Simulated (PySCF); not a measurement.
C3H6BNO2, SMILES O1C/C(=N\C)B1O.

Coordinates come from a PBE-D3(BJ)/def2-SVP optimisation. The structure was generated by enumeration; whether it is a known compound was not checked. The values are those of a single conformer.

All values below come from B3LYP/def2-TZVP run with PySCF.

Symmetry labels are those of the subgroup Cs that the program uses (full group Cs).

Computed valence orbital energies around the gap with their symmetry:
```json
[
 {"orbital": "HOMO−7", "symmetry": "A\"", "energy (eV)": "-11.83"},
 {"orbital": "HOMO−6", "symmetry": "A'", "energy (eV)": "-10.71"},
 {"orbital": "HOMO−5", "symmetry": "A\"", "energy (eV)": "-10.53"},
 {"orbital": "HOMO−4", "symmetry": "A'", "energy (eV)": "-10.13"},
 {"orbital": "HOMO−3", "symmetry": "A'", "energy (eV)": "-9.28"},
 {"orbital": "HOMO−2", "symmetry": "A\"", "energy (eV)": "-8.64"},
 {"orbital": "HOMO−1", "symmetry": "A\"", "energy (eV)": "-8.32"},
 {"orbital": "HOMO", "symmetry": "A'", "energy (eV)": "-6.89"},
 {"orbital": "LUMO", "symmetry": "A\"", "energy (eV)": "-1.47"},
 {"orbital": "LUMO+1", "symmetry": "A'", "energy (eV)": "0.44"},
 {"orbital": "LUMO+2", "symmetry": "A'", "energy (eV)": "0.73"},
 {"orbital": "LUMO+3", "symmetry": "A'", "energy (eV)": "1.43"}
]
```
